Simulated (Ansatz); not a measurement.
The same redistribution along the group Sc, Y.

Isolated molecules relaxed with PBE0-D4/def2-TZVP in Ansatz; ΔE leaves out vibrations. CCSD(T)/CBS adds triple-zeta CCSD(T) − MP2 to the extrapolated MP2 energy (def2 sets, frozen cores). Functionals use def2-TZVPP. def2 core potentials past Kr. For Sc, Y outer-core shells are correlated without core-valence functions, which leaves a few kJ/mol of doubt a bond. Scalar relativity is left out up to krypton. Each species was taken in one conformer, which may not be the lowest.

```tsv
reaction	CCSD(T)/CBS(def2) (eV)
`[OH][Sc]([OH])[F]` + `C[Si](O)([SiH3])S` → `[CH3][Sc]([OH])[OH]` + `O[Si](F)([SiH3])S`	1.02
`[OH][Y]([OH])[F]` + `C[Si](O)([SiH3])S` → `[CH3][Y]([OH])[OH]` + `O[Si](F)([SiH3])S`	?
```

Fill in the missing values. (Estimate.)

The calculation gave: `[OH][Y]([OH])[F]` + `C[Si](O)([SiH3])S` → `[CH3][Y]([OH])[OH]` + `O[Si](F)([SiH3])S`: +1.15 eV.

Largest T1 diagnostic: 0.016, for `[OH][Sc]([OH])[F]`.
